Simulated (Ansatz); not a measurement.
Molecular dynamics of C2H7NOSi

Input file:

```yaml
crystal:
  periodic: [false, false, false]
  atoms:
    - { symbol: C, position_ang: [-0.650655, 0.860395, 0.425201] }
    - { symbol: C, position_ang: [-0.140974, -0.316889, 1.285537] }
    - { symbol: O, position_ang: [1.091842, -0.845306, 0.65863] }
    - { symbol: Si, position_ang: [0.956326, -0.654318, -1.103708] }
    - { symbol: "N", position_ang: [-0.447959, 0.428929, -0.97217] }
    - { symbol: H, position_ang: [-1.720881, 1.050521, 0.622554] }
    - { symbol: H, position_ang: [-0.086394, 1.785237, 0.670331] }
    - { symbol: H, position_ang: [-0.906118, -1.116007, 1.327459] }
    - { symbol: H, position_ang: [0.128682, -0.009198, 2.30735] }
    - { symbol: H, position_ang: [2.300938, -0.114157, -1.555878] }
    - { symbol: H, position_ang: [0.62543, -1.885885, -1.934348] }
    - { symbol: H, position_ang: [-1.073236, 0.761476, -1.696958] }
basis:
  gaussian: { orbitals: "6-31G" }
hamiltonian:
  xc: pbe
md:
  timestep: 0.5
  n_steps: 100
  ensemble: nvt_langevin
  temperature: 500.0
  initial_velocities: maxwell_boltzmann
  seed: 939005
  friction: 0.001
  temperature_schedule:
    - { n_steps: 25, end_temperature: 500.0 }
    - { n_steps: 75, end_temperature: 125.0 }
scf:
  lower_state_search: "off"
```

Command:

```bash
$ ansatz run input.yaml --threads 1 --pin off --max-ram 2048MiB --backend cpu --events-out ev --progress --plain --runs-dir out
```

It starts from a relaxed structure.

Output, in part (one step line in 2, the closing report, with atoms numbered from 0):

```
md step     0: t =     0.00 fs  T =   458.3 K (target 500.0 K)  F+E_penalty+E_count = -13589.19215382 eV  E_kin = 0.710930 eV  (16 SCF iters)
md step     2: t =     1.00 fs  T =   434.0 K (target 500.0 K)  F+E_penalty+E_count = -13589.13758420 eV  E_kin = 0.673200 eV  (22 SCF iters)
md step     4: t =     2.00 fs  T =   344.9 K (target 500.0 K)  F+E_penalty+E_count = -13589.01664691 eV  E_kin = 0.534940 eV  (22 SCF iters)
md step     6: t =     3.00 fs  T =   272.7 K (target 500.0 K)  F+E_penalty+E_count = -13588.90889070 eV  E_kin = 0.422966 eV  (22 SCF iters)
md step     8: t =     4.00 fs  T =   249.2 K (target 500.0 K)  F+E_penalty+E_count = -13588.87010145 eV  E_kin = 0.386462 eV  (22 SCF iters)
md step    10: t =     5.00 fs  T =   261.0 K (target 500.0 K)  F+E_penalty+E_count = -13588.89143924 eV  E_kin = 0.404859 eV  (22 SCF iters)
md step    12: t =     6.00 fs  T =   276.4 K (target 500.0 K)  F+E_penalty+E_count = -13588.91280212 eV  E_kin = 0.428714 eV  (22 SCF iters)
md step    14: t =     7.00 fs  T =   255.7 K (target 500.0 K)  F+E_penalty+E_count = -13588.88491991 eV  E_kin = 0.396626 eV  (21 SCF iters)
md step    16: t =     8.00 fs  T =   215.8 K (target 500.0 K)  F+E_penalty+E_count = -13588.83105302 eV  E_kin = 0.334675 eV  (21 SCF iters)
md step    18: t =     9.00 fs  T =   211.4 K (target 500.0 K)  F+E_penalty+E_count = -13588.81903205 eV  E_kin = 0.327923 eV  (21 SCF iters)
md step    20: t =    10.00 fs  T =   237.1 K (target 500.0 K)  F+E_penalty+E_count = -13588.85910812 eV  E_kin = 0.367801 eV  (22 SCF iters)
md step    22: t =    11.00 fs  T =   260.6 K (target 500.0 K)  F+E_penalty+E_count = -13588.88982730 eV  E_kin = 0.404164 eV  (22 SCF iters)
md step    24: t =    12.00 fs  T =   267.4 K (target 500.0 K)  F+E_penalty+E_count = -13588.87987106 eV  E_kin = 0.414717 eV  (22 SCF iters)
md step    26: t =    13.00 fs  T =   244.2 K (target 497.5 K)  F+E_penalty+E_count = -13588.84791756 eV  E_kin = 0.378727 eV  (22 SCF iters)
md step    28: t =    14.00 fs  T =   222.0 K (target 487.5 K)  F+E_penalty+E_count = -13588.83170564 eV  E_kin = 0.344295 eV  (22 SCF iters)
md step    30: t =    15.00 fs  T =   234.0 K (target 477.5 K)  F+E_penalty+E_count = -13588.85574821 eV  E_kin = 0.362918 eV  (22 SCF iters)
md step    32: t =    16.00 fs  T =   258.7 K (target 467.5 K)  F+E_penalty+E_count = -13588.90469195 eV  E_kin = 0.401305 eV  (22 SCF iters)
md step    34: t =    17.00 fs  T =   282.4 K (target 457.5 K)  F+E_penalty+E_count = -13588.93362794 eV  E_kin = 0.438021 eV  (22 SCF iters)
md step    36: t =    18.00 fs  T =   268.3 K (target 447.5 K)  F+E_penalty+E_count = -13588.90680469 eV  E_kin = 0.416227 eV  (21 SCF iters)
md step    38: t =    19.00 fs  T =   239.3 K (target 437.5 K)  F+E_penalty+E_count = -13588.85477247 eV  E_kin = 0.371249 eV  (21 SCF iters)
md step    40: t =    20.00 fs  T =   232.5 K (target 427.5 K)  F+E_penalty+E_count = -13588.85696458 eV  E_kin = 0.360572 eV  (21 SCF iters)
md step    42: t =    21.00 fs  T =   281.0 K (target 417.5 K)  F+E_penalty+E_count = -13588.93993364 eV  E_kin = 0.435810 eV  (20 SCF iters)
md step    44: t =    22.00 fs  T =   336.0 K (target 407.5 K)  F+E_penalty+E_count = -13589.01765419 eV  E_kin = 0.521140 eV  (21 SCF iters)
md step    46: t =    23.00 fs  T =   327.7 K (target 397.5 K)  F+E_penalty+E_count = -13589.00800237 eV  E_kin = 0.508287 eV  (21 SCF iters)
md step    48: t =    24.00 fs  T =   266.9 K (target 387.5 K)  F+E_penalty+E_count = -13588.91661836 eV  E_kin = 0.413958 eV  (21 SCF iters)
md step    50: t =    25.00 fs  T =   198.1 K (target 377.5 K)  F+E_penalty+E_count = -13588.80588686 eV  E_kin = 0.307221 eV  (22 SCF iters)
md step    52: t =    26.00 fs  T =   151.4 K (target 367.5 K)  F+E_penalty+E_count = -13588.73128178 eV  E_kin = 0.234851 eV  (14 SCF iters)
md step    54: t =    27.00 fs  T =   138.1 K (target 357.5 K)  F+E_penalty+E_count = -13588.71488597 eV  E_kin = 0.214215 eV  (21 SCF iters)
md step    56: t =    28.00 fs  T =   152.7 K (target 347.5 K)  F+E_penalty+E_count = -13588.73460766 eV  E_kin = 0.236796 eV  (22 SCF iters)
md step    58: t =    29.00 fs  T =   157.1 K (target 337.5 K)  F+E_penalty+E_count = -13588.74777725 eV  E_kin = 0.243655 eV  (22 SCF iters)
md step    60: t =    30.00 fs  T =   162.4 K (target 327.5 K)  F+E_penalty+E_count = -13588.74722077 eV  E_kin = 0.251895 eV  (22 SCF iters)
md step    62: t =    31.00 fs  T =   180.4 K (target 317.5 K)  F+E_penalty+E_count = -13588.77025743 eV  E_kin = 0.279808 eV  (22 SCF iters)
md step    64: t =    32.00 fs  T =   216.2 K (target 307.5 K)  F+E_penalty+E_count = -13588.83438330 eV  E_kin = 0.335333 eV  (21 SCF iters)
md step    66: t =    33.00 fs  T =   251.7 K (target 297.5 K)  F+E_penalty+E_count = -13588.89806343 eV  E_kin = 0.390392 eV  (20 SCF iters)
md step    68: t =    34.00 fs  T =   260.1 K (target 287.5 K)  F+E_penalty+E_count = -13588.90918899 eV  E_kin = 0.403521 eV  (21 SCF iters)
md step    70: t =    35.00 fs  T =   230.9 K (target 277.5 K)  F+E_penalty+E_count = -13588.87324856 eV  E_kin = 0.358111 eV  (22 SCF iters)
md step    72: t =    36.00 fs  T =   210.3 K (target 267.5 K)  F+E_penalty+E_count = -13588.84171267 eV  E_kin = 0.326273 eV  (22 SCF iters)
md step    74: t =    37.00 fs  T =   217.7 K (target 257.5 K)  F+E_penalty+E_count = -13588.85106227 eV  E_kin = 0.337633 eV  (22 SCF iters)
md step    76: t =    38.00 fs  T =   245.4 K (target 247.5 K)  F+E_penalty+E_count = -13588.89451160 eV  E_kin = 0.380626 eV  (22 SCF iters)
md step    78: t =    39.00 fs  T =   269.4 K (target 237.5 K)  F+E_penalty+E_count = -13588.93538561 eV  E_kin = 0.417820 eV  (22 SCF iters)
md step    80: t =    40.00 fs  T =   270.0 K (target 227.5 K)  F+E_penalty+E_count = -13588.93401823 eV  E_kin = 0.418831 eV  (22 SCF iters)
md step    82: t =    41.00 fs  T =   236.1 K (target 217.5 K)  F+E_penalty+E_count = -13588.88374367 eV  E_kin = 0.366250 eV  (22 SCF iters)
md step    84: t =    42.00 fs  T =   198.3 K (target 207.5 K)  F+E_penalty+E_count = -13588.82874183 eV  E_kin = 0.307604 eV  (22 SCF iters)
md step    86: t =    43.00 fs  T =   191.4 K (target 197.5 K)  F+E_penalty+E_count = -13588.82048281 eV  E_kin = 0.296828 eV  (22 SCF iters)
md step    88: t =    44.00 fs  T =   215.6 K (target 187.5 K)  F+E_penalty+E_count = -13588.85979113 eV  E_kin = 0.334454 eV  (22 SCF iters)
md step    90: t =    45.00 fs  T =   243.5 K (target 177.5 K)  F+E_penalty+E_count = -13588.89968378 eV  E_kin = 0.377754 eV  (22 SCF iters)
md step    92: t =    46.00 fs  T =   240.2 K (target 167.5 K)  F+E_penalty+E_count = -13588.89652150 eV  E_kin = 0.372608 eV  (22 SCF iters)
md step    94: t =    47.00 fs  T =   218.1 K (target 157.5 K)  F+E_penalty+E_count = -13588.86123322 eV  E_kin = 0.338287 eV  (22 SCF iters)
md step    96: t =    48.00 fs  T =   194.6 K (target 147.5 K)  F+E_penalty+E_count = -13588.82715269 eV  E_kin = 0.301849 eV  (22 SCF iters)
md step    98: t =    49.00 fs  T =   185.2 K (target 137.5 K)  F+E_penalty+E_count = -13588.81863494 eV  E_kin = 0.287294 eV  (22 SCF iters)
md step   100: t =    50.00 fs  T =   199.4 K (target 127.5 K)  F+E_penalty+E_count = -13588.83962514 eV  E_kin = 0.309252 eV  (22 SCF iters)
Total energy: -13588.83965774 eV, -499.3806465758 hartree
Atom 0 at    -0.810472     0.706993     0.293834 Å, force     0.315687     1.776675     0.331799 eV/Å
Atom 1 at    -0.380495    -0.440991     1.199624 Å, force     0.403078    -1.248272    -0.954349 eV/Å
Atom 2 at     1.056131    -0.792087     0.731901 Å, force    -1.255483     0.254387     0.292404 eV/Å
Atom 3 at     1.090232    -0.552689    -1.047081 Å, force     1.162942     0.817172     1.528352 eV/Å
Atom 4 at    -0.446016     0.313867    -1.076924 Å, force    -0.144900     0.028614    -0.041915 eV/Å
Atom 5 at    -1.856726     1.068377     0.377686 Å, force    -0.149493    -0.806929    -0.119046 eV/Å
Atom 6 at    -0.257529     1.650499     0.653546 Å, force    -0.039445    -0.810123    -0.378473 eV/Å
Atom 7 at    -1.029518    -1.384768     1.029826 Å, force     0.686629     1.255938     0.517981 eV/Å
Atom 8 at    -0.287274    -0.110642     2.242893 Å, force    -0.107137    -0.366994     0.083120 eV/Å
Atom 9 at     2.436503     0.176054    -1.217924 Å, force    -0.319473     0.059154    -0.192478 eV/Å
Atom 10 at     1.208915    -1.784267    -1.789617 Å, force    -0.248998    -1.129586    -0.925263 eV/Å
Atom 11 at    -0.846783     0.791524    -1.869134 Å, force    -0.303410     0.169963    -0.142132 eV/Å
Dipole moment:    -0.455605     0.309712    -0.314341 e Å
```

The run went to its last step. The schedule's set-point averaged 250 K over the second half and the system 209 K, so it lags behind the ramp. A run of 0.05 ps of so small a system gives no equilibrium averages. Limits of this set-up: no polarisation functions.

The same pairs are bonded in the first frame and the last. Pairs count as bonded within 1.25 times the sum of covalent radii (0.12 Å more for H–H).

Last frame:

```xyz
12
Properties=species:S:1:pos:R:3
C -0.810 0.707 0.294
C -0.381 -0.441 1.200
O 1.056 -0.792 0.732
Si 1.090 -0.553 -1.047
N -0.446 0.314 -1.077
H -1.857 1.068 0.378
H -0.258 1.651 0.653
H -1.030 -1.385 1.030
H -0.287 -0.111 2.243
H 2.437 0.176 -1.218
H 1.209 -1.784 -1.790
H -0.847 0.791 -1.869
```

Run time: 11 min on 1 CPU thread of a shared host.
